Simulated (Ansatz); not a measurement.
Two isomers of C3H9NSi: A = `C[Si]N(C)C`, B = `CNC1C[SiH2]1`.

Program: Ansatz. Geometries: PBE0-D4/def2-TZVP. ΔE: electronic, gas phase. CCSD(T)/CBS is the MP2 limit (def2-TZVPP, def2-QZVPP) plus CCSD(T) − MP2 in def2-TZVPP, frozen cores. DFT in def2-TZVPP. B3LYP here is the variant with VWN-RPA as its local correlation; programs differ in this. Each species was taken in one conformer, which may not be the lowest.

A:

Z-matrix (Å, degrees):
```
C
Si 1 1.908
H 1 1.093 2 109.3
H 1 1.096 2 112.2 3 119.2
H 1 1.096 2 112.3 3 -119.3
N 2 1.719 1 101.5 3 179.9
C 6 1.449 2 118.4 1 180.0
C 6 1.444 2 129.9 1 0.0
H 7 1.097 6 111.1 2 -120.0
H 7 1.092 6 109.9 2 0.0
H 7 1.097 6 111.1 2 120.1
H 8 1.097 6 110.8 2 -120.5
H 8 1.088 6 111.2 2 -0.0
H 8 1.097 6 110.8 2 120.5
```

B:

```xyz
14

C    -0.521   -1.782   -0.804
N     0.430   -0.691   -0.728
C     0.334    0.066    0.483
C    -0.784    1.129    0.500
Si    0.927    1.827    0.507
H    -0.377   -2.333   -1.735
H    -1.537   -1.379   -0.808
H    -0.449   -2.491    0.037
H     1.372   -1.030   -0.860
H     0.401   -0.496    1.423
H    -1.406    1.179    1.387
H    -1.341    1.204   -0.428
H     1.470    2.415   -0.734
H     1.482    2.382    1.760
```

Question: Which isomer does CCSD(T)/CBS put lower? Give the gap. (An estimate is asked.)

Answer: Ansatz gave: A, by 114.1 kJ/mol.

Question: Give E(B) − E(A) in kJ/mol with BLYP-D4, B2PLYP, LDA (SPW92), CCSD/def2-TZVPP, CCSD(T)/def2-SVP, CCSD(T)/def2-TZVPP, B3LYP-D4. (Best estimate.)

Answer: Computed: BLYP-D4 128.2, B2PLYP 116.5, LDA (SPW92) 98.7, CCSD/def2-TZVPP 117.3, CCSD(T)/def2-SVP 114.8, CCSD(T)/def2-TZVPP 117.1, B3LYP-D4 121.8. None reverses the order clearly.

Question: Does the order hold for the free energy at 298.15 K (harmonic terms from PBE0-D4)? (Estimate.)

Answer: Ansatz gave: Yes: G(B) − G(A) = +106.2 kJ/mol, for one conformer each.

Largest T1 diagnostic: 0.014.

From BLYP to BHLYP (50 % exact exchange), in def2-TZVPP and without D4, E(B) − E(A) moves by −7.8 kJ/mol. Leaving LDA and LC-ωPBE aside and taking each functional with its dispersion term where it has one, the values, not all of them listed here, spread over 28.3 kJ/mol, from r2SCAN0-D4 to BLYP-D4. LDA lies −6.3 kJ/mol from PBE without D4.
